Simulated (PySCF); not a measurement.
## Radial density of Tl (thallium, neutral)

UHF, [Xe] 4f14 5d10 6s2 7s1, 2S determinant (an excited configuration). All numbers are calculated (PySCF 2.14, a scalar-relativistic core potential, in aug-cc-pwCVTZ-PP with ECP60MDF (8s7p6d4f1g, 96 functions)). This is the valence pseudo-density: the core potential removes the inner electrons and smooths the orbitals near the nucleus.

| r (bohr) | 4πr²ρ (e/bohr) | 4πr²(ρα − ρβ) |
| --- | --- | --- |
| 0.0321 | 1.608e-05 | 0.0000 |
| 0.0540 | 2.751e-05 | 0.0000 |
| 0.0909 | 9.711e-05 | 0.0000 |
| 0.153 | 0.0009627 | 0.0000 |
| 0.257 | 0.02169 | 0.0000 |
| 0.433 | 1.012 | 0.0017 |
| 0.728 | 14.19 | 0.0074 |
| 1.22 | 15.11 | 0.0036 |
| 2.06 | 3.667 | 0.0331 |
| 3.46 | 0.4714 | 0.0019 |
| 5.82 | 0.1714 | 0.1606 |
| 9.80 | 0.09117 | 0.0912 |
| 16.5 | 0.0004414 | 0.0004 |

Energies and moments cover only the electrons outside the core potential. Spin-orbit coupling, which splits the p, d and f shells strongly at this Z, is absent. The outer electron is Rydberg-like, and this basis confines it to a smaller radius and binds it less than a complete one would.
